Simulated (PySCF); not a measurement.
## Stretching IF

Set-up: basis I def2-TZVPP with ECP28, F def2-TZVPP; scalar-relativistic core potentials; PySCF 2.14. Energies in eV from I + F in their ground configurations at the same level. All curves are PBE0. state 1: ¹Σ⁺ (singlet), closed shell; state 2: ³Π (triplet), unpaired electrons σ ↑, π ↑, a second solution, started from another occupation.

| R (Å) | state 1 | state 2 |
| --- | --- | --- |
| 1.643 | -1.502 | 1.538 |
| 1.720 | -2.275 | 0.493 |
| 1.796 | -2.686 | -0.212 |
| 1.854 | -2.825 | -0.579 |
| 1.911 | -2.859 | -0.839 |
| 1.968 | -2.814 | -1.018 |
| 2.045 | -2.667 | -1.157 |
| 2.140 | -2.392 | -1.215 |
| 2.255 | -1.990 | -1.174 |
| 2.408 | -1.415 | -1.022 |

Q: Put a parabola through the three lowest points of the state 1 curve and estimate Re, k and ωe (reduced mass 16.52 u; 1 eV/Å² = 0.16022 mdyn/Å; ωe = 1302.8·√(k/μ) cm⁻¹).

A: Through R = 1.854, 1.911, 1.968 Å the second-order coefficient is 12.2 eV/Å², so Re ≈ 1.907 Å, k ≈ 3.90 mdyn/Å and ωe ≈ 633 cm⁻¹. A polynomial fit of higher order to the unrounded PBE0 energies gives Re = 1.904 Å, k = 3.94 mdyn/Å, ωe = 636 cm⁻¹; anharmonicity and rounding make the difference.

The higher-order fit for each curve: state 1: Re = 1.904 Å, ωe = 636 cm⁻¹, De = 2.86 eV; state 2: Re = 2.150 Å, ωe = 383 cm⁻¹, minimum 1.22 eV below the ground-state fragments.

Spin–orbit coupling is left out, which matters for elements this heavy, above all for dissociation energies.
